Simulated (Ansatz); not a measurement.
Species: sum formula GeSiH4, net charge -1, doublet state. SMILES of the parent species: [SiH2]=[GeH2]
Structure (B3LYP-D3(BJ)/def2-TZVP (Ansatz, a first-principles code) minimum search):
```
Si
H 1 1.5216
H 1 1.5216 2 98.49
Ge 1 2.4183 2 105.78 3 -109.14
H 4 1.5965 1 103.00 2 -178.22
H 4 1.5965 5 96.83 1 -105.08
```
Charge -1, spin multiplicity 2.

Give the harmonic wavenumbers at B3LYP-D3(BJ)/def2-TZVP (Ansatz, finite differences of forces, unscaled).

187, 295, 340, 435, 639, 655, 866, 940, 1833, 1846, 1995, 2000 cm⁻¹. Zero-point energy 17.2 kcal/mol.

From these and the geometry, give the ideal-gas thermochemistry at 298.15 K and 1 atm (rigid rotor, harmonic oscillator).

Point group Cs, rotational symmetry number 1. Rotational constants 56.69, 3.783, 3.722 GHz. S(trans) 39.86, S(rot) 23.51, S(vib) 6.80, S(elec, spin only) 1.38, S 71.5 cal/(mol K). H(298) - H(0) 3.65 kcal/mol; G - E(el) -0.5 kcal/mol.
